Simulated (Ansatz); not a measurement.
Born–Oppenheimer molecular dynamics of a periodic cell of 20 atoms, NaH12ClO6 (contents 6 H2O + 1 Na + 1 Cl, density as packed 0.95 g/cm³ with natural masses). It goes on from the last frame of an earlier run, with new velocities.

Theory: DFT PBEsol, scalar-relativistic, plane waves, PAW (Ansatz 0.2.0). Settings: accuracy low, cutoff 420 eV, k mesh 1x1x1, fermi-dirac smearing 0.05 eV, no spin polarisation.

- ensemble: NVT, Nosé–Hoover chain
- time step: 0.5 fs
- steps asked: 400
- set temperature: 1500 K
- thermostat: time constant 50 fs, chain length 3
- seed: 292015

Frames 2.5 fs apart, positions in Å.

Velocities at 85.0 fs (Å/ps):

```
O -2.47 -5.38 1.97
H -18.16 7.39 -20.36
H 27.17 -63.94 15.57
O -0.47 2.82 8.30
H -5.64 -24.20 9.06
H 30.91 -5.87 -39.72
O -1.17 -0.41 -7.69
H 25.59 -8.40 5.56
H 45.90 -17.33 -2.54
O -5.35 5.60 2.80
H -15.01 -5.54 35.65
H 39.52 62.81 9.45
O -1.36 6.36 -18.06
H 0.76 -35.23 -2.53
H 24.00 31.56 -11.03
O 8.16 -3.62 3.14
H 17.50 -12.58 0.20
H 47.45 8.12 -28.07
Na -2.34 -7.06 -4.98
Cl -3.54 3.95 8.35
```

```xyz
20
Lattice="6.6282 0.0000 0.0000 0.0000 6.6282 0.0000 0.0000 0.0000 6.6282" Properties=species:S:1:pos:R:3 time_fs=85.0 energy_less_start_eV=-0.468 T=901
O -0.208 3.348 5.494
H -0.334 2.777 4.810
H -0.131 4.240 5.380
O 3.851 7.694 4.869
H 3.128 8.251 4.660
H 4.465 7.525 5.700
O 1.355 4.551 1.135
H 2.047 4.560 0.490
H 0.531 4.218 0.656
O 3.556 4.220 6.487
H 4.026 5.077 6.605
H 4.199 4.035 5.720
O 4.960 1.502 2.388
H 5.153 0.696 2.364
H 4.648 1.553 3.257
O 1.371 2.148 3.192
H 1.233 2.620 4.085
H 0.703 1.486 3.111
Na 3.071 2.610 1.204
Cl 5.458 -0.608 0.332
20
Lattice="6.6282 0.0000 0.0000 0.0000 6.6282 0.0000 0.0000 0.0000 6.6282" Properties=species:S:1:pos:R:3 time_fs=87.5 energy_less_start_eV=-1.297 T=1216
O -0.214 3.326 5.505
H -0.399 2.771 4.691
H -0.051 4.247 5.373
O 3.855 7.697 4.889
H 3.074 8.227 4.704
H 4.499 7.523 5.590
O 1.351 4.550 1.118
H 2.124 4.546 0.474
H 0.646 4.180 0.656
O 3.544 4.231 6.489
H 3.997 5.106 6.732
H 4.259 4.169 5.773
O 4.956 1.528 2.340
H 5.191 0.449 2.323
H 4.679 1.640 3.302
O 1.395 2.143 3.202
H 1.275 2.571 4.050
H 0.766 1.458 3.036
Na 3.065 2.591 1.192
Cl 5.450 -0.597 0.353
20
Lattice="6.6282 0.0000 0.0000 0.0000 6.6282 0.0000 0.0000 0.0000 6.6282" Properties=species:S:1:pos:R:3 time_fs=90.0 energy_less_start_eV=-0.244 T=787
O -0.221 3.293 5.518
H -0.463 2.833 4.602
H 0.025 4.357 5.313
O 3.861 7.698 4.900
H 3.014 8.225 4.808
H 4.515 7.537 5.561
O 1.356 4.550 1.105
H 2.157 4.547 0.463
H 0.655 4.096 0.601
O 3.535 4.241 6.483
H 3.962 5.163 6.913
H 4.260 4.250 5.855
O 4.953 1.547 2.297
H 5.194 0.336 2.239
H 4.701 1.702 3.330
O 1.427 2.140 3.210
H 1.283 2.534 4.050
H 0.767 1.390 2.971
Na 3.059 2.572 1.182
Cl 5.443 -0.584 0.373
20
Lattice="6.6282 0.0000 0.0000 0.0000 6.6282 0.0000 0.0000 0.0000 6.6282" Properties=species:S:1:pos:R:3 time_fs=92.5 energy_less_start_eV=-1.404 T=1248
O -0.227 3.269 5.520
H -0.501 2.983 4.631
H 0.040 4.270 5.277
O 3.861 7.699 4.900
H 3.031 8.191 4.973
H 4.540 7.560 5.651
O 1.365 4.548 1.090
H 2.116 4.559 0.477
H 0.646 4.017 0.554
O 3.528 4.254 6.480
H 3.903 5.148 7.076
H 4.285 4.290 5.890
O 4.952 1.553 2.263
H 5.136 0.485 2.128
H 4.740 1.705 3.227
O 1.459 2.131 3.209
H 1.243 2.520 4.123
H 0.815 1.414 2.958
Na 3.053 2.553 1.174
Cl 5.436 -0.570 0.394
20
Lattice="6.6282 0.0000 0.0000 0.0000 6.6282 0.0000 0.0000 0.0000 6.6282" Properties=species:S:1:pos:R:3 time_fs=95.0 energy_less_start_eV=-0.824 T=1014
O -0.228 3.252 5.519
H -0.562 3.112 4.652
H 0.022 4.075 5.294
O 3.867 7.700 4.896
H 3.067 8.158 5.178
H 4.482 7.592 5.732
O 1.367 4.542 1.074
H 2.086 4.587 0.450
H 0.714 4.013 0.588
O 3.521 4.273 6.481
H 3.830 5.030 7.155
H 4.333 4.315 5.894
O 4.952 1.556 2.230
H 5.052 0.749 2.003
H 4.766 1.665 3.116
O 1.491 2.121 3.212
H 1.194 2.463 4.120
H 0.870 1.478 2.980
Na 3.048 2.532 1.167
Cl 5.430 -0.554 0.414
20
Lattice="6.6282 0.0000 0.0000 0.0000 6.6282 0.0000 0.0000 0.0000 6.6282" Properties=species:S:1:pos:R:3 time_fs=97.5 energy_less_start_eV=-1.602 T=1316
O -0.232 3.226 5.520
H -0.688 3.155 4.601
H 0.097 4.135 5.323
O 3.877 7.702 4.897
H 3.095 8.130 5.375
H 4.366 7.602 5.745
O 1.366 4.533 1.062
H 2.091 4.633 0.367
H 0.747 4.010 0.633
O 3.517 4.291 6.483
H 3.775 4.868 7.168
H 4.337 4.337 5.929
O 4.950 1.584 2.195
H 5.015 0.643 1.772
H 4.742 1.602 3.171
O 1.528 2.118 3.220
H 1.164 2.382 4.047
H 0.836 1.459 2.972
Na 3.042 2.512 1.163
Cl 5.425 -0.538 0.435
20
Lattice="6.6282 0.0000 0.0000 0.0000 6.6282 0.0000 0.0000 0.0000 6.6282" Properties=species:S:1:pos:R:3 time_fs=100.0 energy_less_start_eV=-0.473 T=861
O -0.238 3.200 5.512
H -0.793 3.155 4.637
H 0.191 4.236 5.388
O 3.883 7.707 4.903
H 3.144 8.076 5.469
H 4.320 7.552 5.749
O 1.374 4.528 1.053
H 2.041 4.683 0.304
H 0.662 3.939 0.631
O 3.512 4.302 6.476
H 3.785 4.802 7.266
H 4.320 4.362 5.975
O 4.947 1.619 2.163
H 4.996 0.500 1.555
H 4.706 1.499 3.198
O 1.564 2.112 3.224
H 1.118 2.347 4.054
H 0.817 1.444 2.942
Na 3.036 2.491 1.160
Cl 5.420 -0.520 0.456
20
Lattice="6.6282 0.0000 0.0000 0.0000 6.6282 0.0000 0.0000 0.0000 6.6282" Properties=species:S:1:pos:R:3 time_fs=102.5 energy_less_start_eV=-0.845 T=1010
O -0.242 3.188 5.496
H -0.846 3.147 4.767
H 0.195 4.135 5.482
O 3.884 7.717 4.915
H 3.165 8.026 5.448
H 4.398 7.428 5.763
O 1.381 4.520 1.040
H 1.932 4.725 0.272
H 0.617 3.920 0.673
O 3.503 4.307 6.470
H 3.827 4.774 7.379
H 4.346 4.394 5.983
O 4.942 1.647 2.137
H 4.989 0.506 1.434
H 4.689 1.390 3.064
O 1.593 2.099 3.226
H 1.086 2.353 4.095
H 0.885 1.501 2.908
Na 3.030 2.470 1.160
Cl 5.417 -0.503 0.475
20
Lattice="6.6282 0.0000 0.0000 0.0000 6.6282 0.0000 0.0000 0.0000 6.6282" Properties=species:S:1:pos:R:3 time_fs=105.0 energy_less_start_eV=-1.205 T=1162
O -0.240 3.181 5.481
H -0.946 3.140 4.845
H 0.145 3.952 5.563
O 3.890 7.725 4.933
H 3.092 8.013 5.394
H 4.497 7.284 5.689
O 1.380 4.505 1.026
H 1.833 4.771 0.211
H 0.649 3.977 0.773
O 3.498 4.312 6.470
H 3.838 4.704 7.353
H 4.368 4.429 5.983
O 4.935 1.670 2.109
H 4.989 0.677 1.430
H 4.666 1.277 2.901
O 1.617 2.086 3.234
H 1.124 2.365 4.057
H 0.955 1.552 2.841
Na 3.024 2.450 1.161
Cl 5.414 -0.486 0.494
20
Lattice="6.6282 0.0000 0.0000 0.0000 6.6282 0.0000 0.0000 0.0000 6.6282" Properties=species:S:1:pos:R:3 time_fs=107.5 energy_less_start_eV=-1.416 T=1242
O -0.241 3.155 5.469
H -1.076 3.144 4.883
H 0.193 4.046 5.638
O 3.903 7.731 4.955
H 3.005 7.996 5.325
H 4.526 7.174 5.534
O 1.383 4.492 1.016
H 1.747 4.818 0.137
H 0.594 3.995 0.866
O 3.497 4.317 6.471
H 3.827 4.633 7.265
H 4.336 4.461 5.995
O 4.929 1.691 2.072
H 5.007 0.984 1.508
H 4.601 1.133 2.862
O 1.642 2.075 3.246
H 1.186 2.389 3.995
H 0.957 1.547 2.728
Na 3.017 2.430 1.164
Cl 5.412 -0.470 0.512
20
Lattice="6.6282 0.0000 0.0000 0.0000 6.6282 0.0000 0.0000 0.0000 6.6282" Properties=species:S:1:pos:R:3 time_fs=110.0 energy_less_start_eV=-1.192 T=1156
O -0.244 3.127 5.455
H -1.119 3.175 4.973
H 0.184 4.140 5.672
O 3.915 7.738 4.977
H 3.002 7.924 5.234
H 4.487 7.087 5.400
O 1.390 4.481 1.005
H 1.642 4.836 0.119
H 0.466 3.992 0.944
O 3.494 4.314 6.463
H 3.853 4.645 7.321
H 4.303 4.497 5.979
O 4.917 1.722 2.053
H 5.093 1.103 1.379
H 4.553 1.065 2.809
O 1.668 2.060 3.249
H 1.177 2.460 4.014
H 0.986 1.577 2.667
Na 3.010 2.411 1.168
Cl 5.412 -0.454 0.528
```

Of the whole run (200 fs, mean temperature of the second half 1316 K): The conserved energy stayed within 1.8 meV per atom of its start (net change -0.34 meV per atom), so there is no drift, though single steps change it by up to 31 meV in the whole system, a sign of fast motions only just resolved. The mean temperature of the second half is 12 % below the set value. A run of 0.2 ps of so small a system gives no equilibrium averages. Limits of this set-up: coarse k mesh, low accuracy level.

Run time: 8.3 min on 1 thread of Arm Neoverse V1 (shared host), peak memory 0.36 GiB.
